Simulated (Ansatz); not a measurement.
Consider the redistribution: `[CH3][SnH]([CH3])[AlH2]` + `CC1([SiH3])BC1` → `[AlH2][C]1([SiH3])BC1` + `[CH3][SnH]([CH3])[CH3]`.

Calculated with Ansatz (gas phase, PBE0-D4/def2-TZVP geometries, no zero-point term in ΔE). CBS: MP2 limit from def2 TZ/QZ plus the TZ coupled-cluster correction, frozen cores. DFT in def2-TZVPP. B3LYP here is the variant with VWN-RPA as its local correlation; programs differ in this. Elements past krypton have def2 core potentials. For Sn outer-core shells are correlated without core-valence functions, which leaves a few kJ/mol of doubt a bond.

`[CH3][SnH]([CH3])[AlH2]`:

Z-matrix (Å, degrees):
```
C
Sn 1 2.154
H 1 1.090 2 110.5
H 1 1.091 2 110.1 3 120.2
H 1 1.091 2 109.6 3 -120.0
C 2 2.155 1 107.2 3 177.2
Al 2 2.665 1 113.8 3 -56.7
H 2 1.725 1 106.5 3 63.6
H 6 1.090 2 110.5 1 -177.6
H 6 1.091 2 109.4 1 -57.6
H 6 1.090 2 110.2 1 62.1
H 7 1.592 2 120.9 1 -160.5
H 7 1.592 2 121.4 1 19.9
```

`CC1([SiH3])BC1`:

```xyz
14

C     1.261   -0.625   -0.762
C     0.116   -0.092    0.082
Si   -1.530   -0.002   -0.776
B     0.047   -0.334    1.579
C     0.377    1.067    1.082
H     1.057   -1.638   -1.118
H     1.440    0.010   -1.636
H     2.193   -0.661   -0.191
H    -2.583    0.420    0.189
H    -1.900   -1.328   -1.341
H    -1.490    0.993   -1.885
H    -0.064   -1.103    2.473
H     1.408    1.405    1.181
H    -0.332    1.890    1.123
```

`[AlH2][C]1([SiH3])BC1`:

```xyz
13

Al    0.499    0.647    1.807
C     0.020   -0.092    0.095
Si   -0.304    1.168   -1.225
B    -0.922   -1.265    0.098
C     0.527   -1.529   -0.278
H     0.127    2.150    2.144
H     1.268   -0.287    2.834
H    -1.343    2.131   -0.774
H     0.930    1.931   -1.563
H    -0.769    0.506   -2.477
H    -2.036   -1.642    0.235
H     0.790   -1.720   -1.317
H     1.214   -1.999    0.421
```

`[CH3][SnH]([CH3])[CH3]`:

Cartesian coordinates in Å:
```
C -1.782 -0.906 -0.347
Sn 0.066 0.167 -0.539
C 1.699 -1.109 0.013
C 0.033 1.889 0.740
H -2.622 -0.269 -0.626
H -1.780 -1.784 -0.994
H -1.918 -1.232 0.685
H 0.264 0.673 -2.170
H 2.646 -0.577 -0.083
H 1.727 -1.990 -0.629
H 1.584 -1.434 1.049
H -0.092 1.579 1.779
H -0.793 2.547 0.470
H 0.967 2.446 0.652
```

**Question.** Is it downhill or uphill in electronic energy at CCSD(T)/CBS, and by how much? (Estimate.)

**Answer.** Computed: Downhill: ΔE = -49.5 kJ/mol.

**Question.** What do these levels give: PBE-D4, r2SCAN-D4, PBE0-D4, B3LYP-D4, ωB97X-V, PBE, PBE0, MP2/def2-TZVPP, CCSD/def2-TZVPP, CCSD(T)/def2-TZVPP, HF/def2-QZVPP, CCSD/CBS(def2)? (Best estimate.)

**Answer.** Ansatz gave: PBE-D4 -36.3, r2SCAN-D4 -45.0, PBE0-D4 -36.7, B3LYP-D4 -40.6, ωB97X-V -42.4, PBE -35.0, PBE0 -35.5, MP2/def2-TZVPP -55.8, CCSD/def2-TZVPP -45.6, CCSD(T)/def2-TZVPP -48.8, HF/def2-QZVPP -36.5, CCSD/CBS(def2) -46.4 kJ/mol.

Largest T1 diagnostic among the species: 0.013.

In def2-TZVPP, CCSD(T) changes the Hartree–Fock value by −13.7 kJ/mol (the triples alone add −3.1 kJ/mol) and MP2 by −20.7 kJ/mol.
